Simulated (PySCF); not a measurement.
ReF₆, SMILES [F][Re]([F])([F])([F])([F])[F] (connectivity only; charge and spin as stated), neutral, multiplicity 2.

Coordinates come from a r2SCAN-D4/def2-SVP optimisation. The spin state was assumed, not searched. The isomer is the one that the SMILES or the coordinates give; other isomers of the formula were not compared. The def2 effective core potentials stand for the cores of Re; spin–orbit coupling is left out.

Calculation: PySCF with PBE0/def2-TZVP.

The molecule is in vacuum.

Computed frontier levels, dipole moment and polarisability:
The α spin, highest occupied and lowest empty level is -9.04 and -6.25 eV and the β spin, highest occupied and lowest empty level is -12.68 and -5.83 eV. The dipole moment is 0.00 D, the quadrupole, principal values (traceless, Buckingham form, about the centre of nuclear charge) is -0.18, -0.18, 0.35 D·Å and the mean static polarisability comes out as 45.1 bohr³ (6.68 Å³). The polarisability, principal values is 44.0, 45.6, 45.6 bohr³ and the ⟨S²⟩ is 0.753 (pure state 0.75).
